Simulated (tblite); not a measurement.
CClF (SMILES F[C]Cl), singlet, at a GFN2-xTB geometry; IPEA1-xTB (tblite).

tblite was given this input:
```
$ tblite run mol.xyz --method ipea1 --charge 0 --spin 0 --json tblite.json --no-restart

# file mol.xyz
3

F     -1.46348443    -0.30712072     0.00275987
C     -0.53985773     0.63598266     0.02854521
Cl     0.96532390    -0.06187114    -0.01153588
```

It wrote (shortened):

```
xTB calculator
 | screened Coulomb repulsion
 | Coulomb electrostatics
 |  * isotropic Klopman-Ohno-Mataga-Nishimoto electrostatics
 |  * onsite third-order electrostatics
 | DFT-D3(BJ) dispersion correction

halogen bonding energy    0.0000000000000E+00 Eh
repulsion energy          3.0595638917745E-02 Eh
dispersion energy        -4.8562160099112E-04 Eh
number of electrons       1.8000000000000E+01 e
integral cutoff           4.0000000000000E+01 bohr

------------------------------------------------------------
  cycle        total energy    energy error   density error
------------------------------------------------------------
      1     -11.94086529322  -1.1970975E+01   3.0098975E-01
      2     -11.96265500055  -2.1789707E-02   2.7450582E-01
      3     -12.01577791459  -5.3122914E-02   1.2539846E-01
      4     -12.01713809300  -1.3601784E-03   2.2878741E-02
      5     -12.01728030197  -1.4220897E-04   7.1017953E-04
      6     -12.01728100091  -6.9894245E-07   7.7762403E-05
      7     -12.01728100230  -1.3874875E-09   2.7054611E-05
      8     -12.01728100298  -6.8367001E-10   1.3593862E-06
------------------------------------------------------------

electronic energy        -1.2047391020299E+01 Eh
total energy             -1.2017281002982E+01 Eh

Post processing:
 | Mayer-Wiberg bond orders

[Info] JSON dump of results written to 'tblite.json'
```
